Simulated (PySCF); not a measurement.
Species: C5H4F4O2.
SMILES with atom numbers: `[F:1][CH:2]([F:3])[O:4][C:5]1([O:6][CH:7]([F:8])[F:9])[CH:10]=[CH:11]1` (hydrogens: H12 on C2; H13 on C7; H14 on C10; H15 on C11)

Torsions of this conformer, `[F:1][CH:2]([F:3])[O:4][C:5]1([O:6][CH:7]([F:8])[F:9])[CH:10]=[CH:11]1`: F1–C2–O4–C5 -167°, C2–O4–C5–O6 72°, O4–C5–O6–C7 73°, C5–O6–C7–F8 77°.

The closed-shell ground state was solved at several levels (PySCF, density fitting, gas phase, non-relativistic). Geometry: PBE0-D3(BJ)/def2-SVP, one conformer, isolated molecule.

```tsv
level	basis functions	total energy (Eh)	HOMO (eV)	LUMO (eV)	gap (eV)	dipole (D)
wB97X-D/def2-SVPD	270	-741.9313	-10.75	0.97	11.72	2.06
B3LYP/pcJ-1	337	-742.6720	-8.50	-1.04	7.46	1.96
wB97X-D/pcSseg-2	452	-742.7517	-10.65	0.99	11.64	2.00
```

(1) What might PBE0/pcSseg-1 (207 basis functions) give for the same quantities?

(2) Over all these levels, which gives the widest orbital gap and which the narrowest?

(3) How far do the dipole and the HOMO energy spread over the levels?

Results:

(1) Total energy -741.8534 Eh, HOMO -8.78 eV, LUMO -0.80 eV, gap 7.98 eV, dipole 1.97 D.

(2) wB97X-D/def2-SVPD (range-separated hybrid) has the widest, 11.72 eV, and B3LYP/pcJ-1 (global hybrid, 20 % exact exchange) the narrowest, 7.46 eV. Functional and basis both differ between the two, so the spread mixes both effects.

(3) The dipole runs from 1.96 to 2.06 D (mean 2.00 D) and the HOMO from -10.75 to -8.50 eV.

Note: wB97X-D ran without an empirical dispersion term, which enters the total energy and its gradient alone.
